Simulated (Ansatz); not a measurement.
C$_{4}$H$_{10}$O$_{2}$, charge +1, doublet, geometry from GFN2-xTB (a state made from the parent by changing its charge; the spin is typed, not shown lowest), atoms displaced at random by about 0.03 Å a coordinate; PBE0/STO-3G, gradient in Ansatz (an electronic-structure program).

The Ansatz input:
Ansatz 0.2 input:
```yaml
crystal:
  periodic: [false, false, false]
  atoms:
    - {symbol: C, position_ang: [2.38434946, 0.05206728, -0.34005113]}
    - {symbol: O, position_ang: [1.30885094, 0.73338880, 0.15860466]}
    - {symbol: C, position_ang: [0.12671055, 0.69116778, -0.49942076]}
    - {symbol: C, position_ang: [-0.80545410, -0.58683223, 0.16161780]}
    - {symbol: C, position_ang: [-2.04088024, -0.66964903, -0.76114459]}
    - {symbol: O, position_ang: [-1.14277118, -0.13293475, 1.38651403]}
    - {symbol: H, position_ang: [3.28987181, 0.68580844, -0.13671230]}
    - {symbol: H, position_ang: [2.51346149, -0.89933370, 0.25056158]}
    - {symbol: H, position_ang: [2.30972875, -0.18625139, -1.38129550]}
    - {symbol: H, position_ang: [-0.43451435, 1.59241244, -0.29625175]}
    - {symbol: H, position_ang: [0.23985483, 0.53902590, -1.57580075]}
    - {symbol: H, position_ang: [-0.15971227, -1.38832723, 0.08736546]}
    - {symbol: H, position_ang: [-2.65960378, 0.13554629, -0.68979313]}
    - {symbol: H, position_ang: [-1.81275257, -0.84365548, -1.78180033]}
    - {symbol: H, position_ang: [-2.58935686, -1.52774528, -0.33397608]}
    - {symbol: H, position_ang: [-0.47538686, -0.30231200, 2.08124781]}
basis:
  gaussian:
    orbitals: STO-3G
hamiltonian:
  xc: pbe0
total_charge: 1
magnetization: {spin_polarized: true, initial_magnetization: 1}
output: {forces: true}
```

Write the output that Ansatz gives for this input, abridged.


```
Functional definition: PBE0
575 factors; integrals over basis functions are off by at most 5.2e-5 eV
mean field evaluation 1: about -8279.5329 eV, gradient 1.3e1 eV
mean field evaluation 2: about -8278.8913 eV, gradient 1.8e1 eV
mean field evaluation 4: about -8280.6721 eV, gradient 1.7e0 eV
mean field evaluation 8: about -8280.6627 eV, gradient 5.1e-2 eV
mean field evaluation 16: about -8280.6627 eV, gradient 4.9e-5 eV
mean field -8280.66269900 eV, -304.3087413536 hartree, gradient 4.9e-5 eV, S^2 0.753884; 0 other end points of the search recorded, 0 dependent functions left out
the calculation of the forces begins
reference -8280.66272166 eV, -304.3087421862 hartree; 25, 24 occupied and 15, 16 virtual orbitals, 575 factors
Total energy: -8280.66272166 eV, -304.3087421862 hartree
Atom 0 at     2.384349     0.052067    -0.340051 Å, force     4.020689    -2.193820     0.427235 eV/Å
Atom 1 at     1.308851     0.733389     0.158605 Å, force    -1.260759     2.747359     3.188816 eV/Å
Atom 2 at     0.126711     0.691168    -0.499421 Å, force    -1.087599    -0.634728    -1.212145 eV/Å
Atom 3 at    -0.805454    -0.586832     0.161618 Å, force    -0.974418     3.500754    -2.615189 eV/Å
Atom 4 at    -2.040880    -0.669649    -0.761145 Å, force     1.370323    -3.721574     1.994335 eV/Å
Atom 5 at    -1.142771    -0.132935     1.386514 Å, force    -3.299848     1.277234     0.975687 eV/Å
Atom 6 at     3.289872     0.685808    -0.136712 Å, force    -0.373320    -0.373644    -0.216345 eV/Å
Atom 7 at     2.513461    -0.899334     0.250562 Å, force     0.055045     0.389595    -0.335646 eV/Å
Atom 8 at     2.309729    -0.186251    -1.381296 Å, force    -0.081308    -0.283722    -1.595963 eV/Å
Atom 9 at    -0.434514     1.592412    -0.296252 Å, force    -0.749848     0.924616     0.374386 eV/Å
Atom 10 at     0.239855     0.539026    -1.575801 Å, force    -0.168371    -0.476252    -0.728985 eV/Å
Atom 11 at    -0.159712    -1.388327     0.087365 Å, force     2.259060    -3.304149    -0.043661 eV/Å
Atom 12 at    -2.659604     0.135546    -0.689793 Å, force    -2.182773     3.511108     0.500110 eV/Å
Atom 13 at    -1.812753    -0.843655    -1.781800 Å, force     0.691445    -0.469689    -1.460874 eV/Å
Atom 14 at    -2.589357    -1.527745    -0.333976 Å, force    -0.204104    -0.048142    -0.561338 eV/Å
Atom 15 at    -0.475387    -0.302312     2.081248 Å, force     1.985786    -0.844947     1.309579 eV/Å
Dipole moment:     0.382976    -0.202696     0.010888 e Å
```
